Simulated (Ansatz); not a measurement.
`[OH][In]([OH])[F]`, charge 0, multiplicity 1.

Task: Give a relaxed structure at PBE0-D4/def2-TZVP (the Gaussian-basis code of Ansatz). (Estimate.)

Result: Computed: 
Z-matrix (Å, degrees):
```
In
O 1 1.958
F 1 1.940 2 117.6
O 1 1.967 2 126.7 3 180.0
H 2 0.961 1 112.0 3 180.0
H 4 0.962 1 111.4 2 -180.0
```
Point group Cs.
